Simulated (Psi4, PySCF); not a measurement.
Torsional profile of SMILES [SiH3]/C=C\S (C2H6SSi), singlet. Scanned: dihedral C2–C3–S4–H10; all other coordinates were relaxed at B3LYP-D3(BJ)/def2-SVP. Points at φ and −φ are mirror images.

Atom numbering (GFN2-xTB optimised geometry, Å):
```
10

Si    -1.3488     0.3290    -0.1639
C      0.1299    -0.8166    -0.3484
C      1.3818    -0.6033     0.0447
S      2.0203     0.8111     0.8506
H     -2.5009    -0.3432    -0.7591
H     -1.0932     1.6020    -0.8496
H     -1.5996     0.6075     1.2558
H     -0.0509    -1.7685    -0.8323
H      2.1738    -1.3251    -0.1040
H      0.8877     1.5072     0.9061
```

- PBE-D3(BJ)/def2-TZVP // B3LYP-D3(BJ)/def2-SVP (Psi4)
- HF/cc-pVTZ // B3LYP-D3(BJ)/def2-SVP (Psi4)
- PBE/def2-TZVP // B3LYP-D3(BJ)/def2-SVP (Psi4)
- RKS-B3LYP/6-31G* = restricted B3LYP/6-31G*, spherical d // B3LYP-D3(BJ)/def2-SVP (PySCF)
- wB97X-D/def2-TZVP // B3LYP-D3(BJ)/def2-SVP (Psi4)
- MP2/cc-pVTZ = DF-MP2 (frozen core)/cc-pVTZ // B3LYP-D3(BJ)/def2-SVP (Psi4 1.11)

Energies in mEh, each method relative to its own lowest point.

```json
[
 {"φ / °": "-150", "PBE-D3(BJ)/def2-TZVP": "1.8", "HF/cc-pVTZ": "0.0", "PBE/def2-TZVP": "1.6", "RKS-B3LYP/6-31G*": "0.7", "wB97X-D/def2-TZVP": "1.1", "MP2/cc-pVTZ": "0.9"},
 {"φ / °": "-120", "PBE-D3(BJ)/def2-TZVP": "4.4", "HF/cc-pVTZ": "0.8", "PBE/def2-TZVP": "4.2", "RKS-B3LYP/6-31G*": "2.5", "wB97X-D/def2-TZVP": "2.9", "MP2/cc-pVTZ": "2.4"},
 {"φ / °": "-90", "PBE-D3(BJ)/def2-TZVP": "6.6", "HF/cc-pVTZ": "2.4", "PBE/def2-TZVP": "6.6", "RKS-B3LYP/6-31G*": "4.5", "wB97X-D/def2-TZVP": "4.7", "MP2/cc-pVTZ": "4.2"},
 {"φ / °": "-60", "PBE-D3(BJ)/def2-TZVP": "5.4", "HF/cc-pVTZ": "3.0", "PBE/def2-TZVP": "5.4", "RKS-B3LYP/6-31G*": "4.0", "wB97X-D/def2-TZVP": "4.0", "MP2/cc-pVTZ": "3.7"},
 {"φ / °": "-30", "PBE-D3(BJ)/def2-TZVP": "1.6", "HF/cc-pVTZ": "1.4", "PBE/def2-TZVP": "1.6", "RKS-B3LYP/6-31G*": "1.3", "wB97X-D/def2-TZVP": "1.2", "MP2/cc-pVTZ": "1.1"},
 {"φ / °": "0", "PBE-D3(BJ)/def2-TZVP": "0.0", "HF/cc-pVTZ": "0.3", "PBE/def2-TZVP": "0.0", "RKS-B3LYP/6-31G*": "0.0", "wB97X-D/def2-TZVP": "0.0", "MP2/cc-pVTZ": "0.0"},
 {"φ / °": "30", "PBE-D3(BJ)/def2-TZVP": "1.6", "HF/cc-pVTZ": "1.4", "PBE/def2-TZVP": "1.6", "RKS-B3LYP/6-31G*": "1.3", "wB97X-D/def2-TZVP": "1.2", "MP2/cc-pVTZ": "1.1"},
 {"φ / °": "60", "PBE-D3(BJ)/def2-TZVP": "5.4", "HF/cc-pVTZ": "3.0", "PBE/def2-TZVP": "5.4", "RKS-B3LYP/6-31G*": "4.0", "wB97X-D/def2-TZVP": "4.0", "MP2/cc-pVTZ": "3.7"},
 {"φ / °": "90", "PBE-D3(BJ)/def2-TZVP": "6.6", "HF/cc-pVTZ": "2.4", "PBE/def2-TZVP": "6.6", "RKS-B3LYP/6-31G*": "4.5", "wB97X-D/def2-TZVP": "4.7", "MP2/cc-pVTZ": "4.2"},
 {"φ / °": "120", "PBE-D3(BJ)/def2-TZVP": "4.4", "HF/cc-pVTZ": "0.8", "PBE/def2-TZVP": "4.2", "RKS-B3LYP/6-31G*": "2.5", "wB97X-D/def2-TZVP": "2.9", "MP2/cc-pVTZ": "2.4"},
 {"φ / °": "150", "PBE-D3(BJ)/def2-TZVP": "1.8", "HF/cc-pVTZ": "0.0", "PBE/def2-TZVP": "1.6", "RKS-B3LYP/6-31G*": "0.7", "wB97X-D/def2-TZVP": "1.1", "MP2/cc-pVTZ": "0.9"},
 {"φ / °": "180", "PBE-D3(BJ)/def2-TZVP": "1.1", "HF/cc-pVTZ": "0.1", "PBE/def2-TZVP": "0.9", "RKS-B3LYP/6-31G*": "0.5", "wB97X-D/def2-TZVP": "0.8", "MP2/cc-pVTZ": "0.6"}
]
```

Root-mean-square difference from the MP2/cc-pVTZ profile, itself a level with limits, after the best constant shift (mEh): PBE-D3(BJ)/def2-TZVP 0.8, HF/cc-pVTZ 0.8, PBE/def2-TZVP 0.8, RKS-B3LYP/6-31G* 0.2, wB97X-D/def2-TZVP 0.2.
